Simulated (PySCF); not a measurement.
A structure optimised at PBE-D3(BJ)/def2-TZVP, used in a PySCF frequency run:

```xyz
4

Si     0.0000     0.0000     0.4420
O      0.0000     0.0000    -1.0934
H      0.0000    -1.2412     1.2800
H      0.0000     1.2412     1.2800
```

### Question
Write its SMILES, formula and point group.

### Answer
O=[SiH2], H2OSi, C2v

### Question
What are its rotational constants (standard atomic weights)?

### Answer
162.72, 18.191, 16.362 GHz
